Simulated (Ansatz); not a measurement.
Relaxation of a periodic cell of 17 atoms, Si$_{16}$B (host Si, host structure diamond, interstitial B), to a largest force component of 0.08 eV/Å in at most 25 steps.

Method: Ansatz, DFT PBE-D3(BJ), scalar-relativistic, plane waves, PAW. Settings: PAW set soft_1, cutoff 420 eV, k mesh 2x2x2, fermi-dirac smearing 0.02 eV, spin collinear.

```xyz
17
Lattice="0.0000 5.4300 5.4300 5.4300 0.0000 5.4300 5.4300 5.4300 0.0000" Properties=species:S:1:pos:R:3:forces:R:3
Si 0.000 0.000 0.000 0.09 -0.09 0.07
Si 1.357 1.357 1.357 -0.01 -0.18 0.03
Si 2.715 2.715 0.000 -0.34 0.34 0.31
Si 4.072 4.072 1.357 0.18 0.01 0.03
Si 2.715 0.000 2.715 -0.07 -0.11 -0.09
Si 4.072 1.357 4.072 -0.02 0.02 0.00
Si 5.430 2.715 2.715 0.11 0.07 -0.09
Si 6.787 4.072 4.072 -0.03 0.03 -0.19
Si 0.000 2.715 2.715 0.33 0.37 -0.35
Si 1.357 4.072 4.072 0.02 -0.01 0.18
Si 2.715 5.430 2.715 -0.38 -0.34 -0.36
Si 4.072 6.787 4.072 0.02 -0.03 -0.01
Si 2.715 2.715 5.430 -0.09 0.09 0.11
Si 4.072 4.072 6.787 -0.18 0.01 -0.02
Si 5.430 5.430 5.430 0.36 -0.36 0.37
Si 6.787 6.787 6.787 -0.01 0.18 -0.02
B 6.824 4.026 6.793 0.01 -0.01 0.03
```

Task: Where does it end, and by what steps?

Result: It converged. Limits of this set-up: coarse k mesh, a small cell, in which the defect meets its images. After 2 steps the energy has fallen by 0.082 eV; Si15 moved furthest, 0.07 Å.

```json
{"step": "0", "energy less start (eV)": "0.0000", "largest force component (eV/Å)": "0.376", "accepted": "yes"}
{"step": "1", "energy less start (eV)": "-0.0670", "largest force component (eV/Å)": "0.153", "accepted": "yes"}
{"step": "2", "energy less start (eV)": "-0.0824", "largest force component (eV/Å)": "0.030", "accepted": "yes"}
```

```xyz
17
Lattice="0.0000 5.4300 5.4300 5.4300 0.0000 5.4300 5.4300 5.4300 0.0000" Properties=species:S:1:pos:R:3
Si -0.002 0.003 0.000
Si 1.356 1.331 1.355
Si 2.691 2.740 0.022
Si 4.100 4.074 1.355
Si 2.710 -0.004 2.711
Si 4.067 1.365 4.071
Si 5.435 2.721 2.710
Si 6.787 4.074 4.045
Si 0.029 2.746 2.685
Si 1.353 4.077 4.101
Si 2.682 5.399 2.683
Si 4.087 6.770 4.075
Si 2.707 2.723 5.439
Si 4.045 4.076 6.788
Si 5.468 5.392 5.468
Si 6.784 6.814 6.788
B 6.825 4.025 6.796
```

Run time: 20 s on 1 thread of Intel(R) Xeon(R) 6975P-C (Granite Rapids), with other jobs on the host, peak memory 0.7 GiB.
